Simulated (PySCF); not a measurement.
Computed shifts of a molecule C6H10, HF/pcSseg-1 (PySCF), GIAO, gas phase, equivalent atoms averaged, in ppm (number of nuclei): ¹³C: 145.0 (1), 142.5 (1), 139.7 (1), 124.4 (1), 23.9 (1), 17.4 (1). ¹H: 7.50 (1), 6.04 (1), 5.84 (2), 2.40 (3), 2.38 (3). References: ¹³C against TMS (σ = 192.6 ppm); ¹H against TMS (σ = 31.99 ppm), references at their B3LYP-D3(BJ)/def2-TZVP geometries, non-relativistic. Geometry: PBE-D3(BJ)/def2-SVP. Other conformers were not sampled.

Task: Which molecule gave these data?
(A) C=C/C(C)=C\C
(B) C=C1CC(C)C1
(C) C#CC(C)(C)C
(D) C=CCC1CC1

Result: A, C=C/C(C)=C\C
